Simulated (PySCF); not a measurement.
## [Bi(BH4)2]+ at several levels of theory

Computed with PySCF 2.14.0 (density fitting, no spin-orbit coupling) at the geometry relaxed with PBE0:

```xyz
11
[Bi(BH4)2]+ (singlet)
Bi    0.0000    0.0000   -0.4994
B     2.0060   -0.0502    0.8365
H     2.2651   -0.0266    2.0159
H     1.1405   -1.0413    0.8424
H     2.8056   -0.2019   -0.0544
H     1.3538    1.0648    0.6821
B    -2.0060    0.0502    0.8365
H    -2.2651    0.0266    2.0159
H    -1.1405    1.0413    0.8424
H    -2.8056    0.2019   -0.0544
H    -1.3538   -1.0648    0.6821
```

| level | basis | state | HOMO (eV) | gap (eV) | charge on Bi1 (e) | dipole about the centre of mass (D) | largest force component (eV/Å) |
| --- | --- | --- | --- | --- | --- | --- | --- |
| PBE0 | Bi def2-SVP with ECP60, B def2-SVP, H def2-SVP | singlet | -14.20 | 5.35 | 0.89 | 0.22 | 0.02 |
| TPSSh | the same | singlet | -13.65 | 4.45 | 0.90 | 0.28 | 0.26 |
| PBE0 | Bi def2-TZVP with ECP60, B def2-TZVP, H def2-TZVP | singlet | -14.19 | 5.40 | 0.92 | 0.20 | 0.28 |

Charges are Mulliken's, which hang on the basis. The relaxation used the grid (50, 194), these runs (75, 302) or, all-electron (x2c bases, spin-free X2C Hamiltonian), (99, 590).

**Question.** What does BP86 with Bi def2-SVP with ECP60, B def2-SVP, H def2-SVP give here?

**Answer.** state singlet, HOMO (eV) -13.09, gap (eV) 3.45, charge on Bi1 (e) 0.84, dipole about the centre of mass (D) 0.05, largest force component (eV/Å) 0.57. Time: 4.9 s on 2 threads of Arm Neoverse V1 (shared host), from an already converged density.

In the first row's basis the gap widens with exact exchange: 3.4 eV for BP86 (none); 4.5 to 5.4 eV for TPSSh, PBE0 (a fixed share).
